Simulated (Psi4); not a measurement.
Pair of molecules, SMILES ClB(Cl)Cl with SMILES COC (the first has 4 atoms); geometry from B3LYP-D3(BJ)/def2-TZVP, rigid monomers moved along the line of their centres of mass till B2···O6 is 2.12 Å.
(charge 0, multiplicity 1):
```
atom    x (Å)    y (Å)   z (Å)
----  -------  -------  ------
Cl     0.6805  -1.5124  0.8971
B     -0.1045   0.0906  1.3321
Cl     0.8459   1.5414  0.7679
Cl    -1.8636   0.1896  0.8607
C     -0.8820  -0.8478  4.1535
O     -0.0423   0.1112  3.4479
C      1.2652   0.2249  4.0802
H     -0.9469  -0.5148  5.1861
H     -0.4324  -1.8366  4.0805
H     -1.8530  -0.8280  3.6767
H      1.0945   0.5035  5.1167
H      1.8046   1.0004  3.5526
H      1.7823  -0.7301  4.0036
```

Calculation: Psi4 1.11 with SAPT0/jun-cc-pV(D+d)Z.

Q: Which attractive term is largest, and how does the interaction split up?

A: electrostatics -1322.6, exchange 1306.0, induction -869.2, dispersion -381.9, total -1267.6 meV; the largest attraction is electrostatics.
